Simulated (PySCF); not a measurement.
**Excitation energy of Mn(2+) by level of theory**

Mn(2+) [Ar] 3d5 (6S) → Mn(2+) [Ar] 3d4 4s1 (6D), as a difference of total energies. Computed with PySCF 2.14 in def2-QZVPPD, with the non-relativistic Hamiltonian (point nucleus). Correlated levels: valence: [Ar] frozen. The calculations carry no spin-orbit coupling.

```tsv
method	excitation energy (eV)
UHF	7.692
MP2 (valence)	8.198
SCS-MP2 (valence)	7.860
CCSD (valence)	8.180
CCSD(T) (valence)	8.188
```

How much does correlation contribute at CCSD(T) (valence)?

8.188 − (7.692) = 0.496 eV, measured against UHF.

A first-order spin-orbit estimate (lowest level to lowest level, LS coupling) adds -0.072 eV.
